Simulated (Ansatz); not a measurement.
Isolated molecules relaxed with PBE0-D4/def2-TZVP in Ansatz; ΔE leaves out vibrations. CCSD(T)/CBS is the MP2 limit (def2-TZVPP, def2-QZVPP) plus CCSD(T) − MP2 in def2-TZVPP, frozen cores. This one scheme is used for every species. Functionals use def2-TZVPP. HSE06 is defined as in plane-wave codes. For Ge outer-core shells are correlated without core-valence functions, which leaves a few kJ/mol of doubt a bond. Scalar relativity is left out up to krypton. One conformer a species, not always the lowest.

Consider the redistribution: `[SiH3][SiH2][GeH2][SiH2][GeH3]` + SiH₄ → 2 `[SiH3][SiH2][GeH3]`.

| level | ΔE (kJ/mol) | difference from CCSD(T)/CBS |
| --- | --- | --- |
| PBE-D4 | 20.5 | -5.9 |
| revPBE-D4 | 21.1 | -5.3 |
| B97M-V | 13.4 | -13.0 |
| HSE06-D4 | 21.7 | -4.7 |
| BHLYP-D4 | 27.7 | 1.3 |
| CAM-B3LYP-D4 | 23.3 | -3.1 |
| ωB97X-V | 21.6 | -4.8 |
| ωB97M-V | 25.8 | -0.6 |
| B2PLYP | 20.3 | -6.1 |
| PBE-QIDH | 21.9 | -4.5 |
| r2SCANh | 18.4 | -8.0 |
| LC-ωPBE | 14.1 | -12.3 |
| HF/def2-TZVPP | 14.3 | -12.1 |
| CCSD(T)/def2-TZVPP | 26.0 | -0.4 |
| MP2/CBS(def2) | 32.1 | 5.7 |
| CCSD/CBS(def2) | 24.3 | -2.1 |
| CCSD(T)/CBS | 26.4 | 0 |

Largest T1 diagnostic among the species: 0.013.

From BLYP to BHLYP (50 % exact exchange), in def2-TZVPP and without D4, ΔE moves by +4.1 kJ/mol. In def2-TZVPP, CCSD(T) changes the Hartree–Fock value by +11.7 kJ/mol (the triples alone add +2.0 kJ/mol) and MP2 by +17.4 kJ/mol.
